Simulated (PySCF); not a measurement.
C2H5Se (SMILES CC[Se]), doublet, at a GFN2-xTB geometry. Base run: PBE0/3-21G (PySCF).

Here is a job for PySCF.
```python
from pyscf import gto, scf, dft

mol = gto.M(
    atom='''
C    -2.05964482   -0.44611313    0.14756249
C    -0.65165132   -1.00128298    0.21938804
Se    0.71885863    0.37685309   -0.09590555
H    -2.25557432   -0.01859551   -0.83351785
H    -2.77831468   -1.24373258    0.32794536
H    -2.20685412    0.32883643    0.89686945
H    -0.49080815   -1.77207770   -0.53525115
H    -0.44186542   -1.42305889    1.20303954
''',
    basis='3-21g',
    spin=1,
    verbose=4,
)

mf = dft.UKS(mol)
mf.xc = 'pbe0'
mf.kernel()
mo_i, mo_e, stable_i, stable_e = mf.stability(internal=True, external=False, return_status=True, nroots=6, tol=1e-6)
print('internally stable:', stable_i, ' externally stable:', stable_e)
if not stable_i:
    umf = mf.copy()
    umf.scf_summary = {}
    umf.kernel(umf.make_rdm1(mo_i, mf.mo_occ))
```

The bond that is stretched is that between atoms 3 and 2. A test that says stable can miss a lower solution.

Each row names what was changed in the base input (with any setting that the change needs).

```json
[
 {"change": "base", "ΔE vs base (eV)": "0.00", "<S^2>": "0.751", "stability test says": "internally stable (external not tested)", "outcome": "converged"},
 {"change": "bond × 1.25", "ΔE vs base (eV)": "1.10", "<S^2>": "0.763", "stability test says": "internally stable (external not tested)", "outcome": "converged"},
 {"change": "bond × 1.5", "ΔE vs base (eV)": "-", "<S^2>": "-", "stability test says": "-", "outcome": "not converged"},
 {"change": "bond × 1.8", "ΔE vs base (eV)": "3.84", "<S^2>": "0.761", "stability test says": "internal instability", "outcome": "converged"},
 {"change": "bond × 2.2", "ΔE vs base (eV)": "3.18", "<S^2>": "1.736", "stability test says": "internally stable (external not tested)", "outcome": "converged"},
 {"change": "bond × 3.0", "ΔE vs base (eV)": "-", "<S^2>": "-", "stability test says": "-", "outcome": "not converged"}
]
```

On stretching, the SCF can end on different states; <S^2> shows the spin contamination of each.
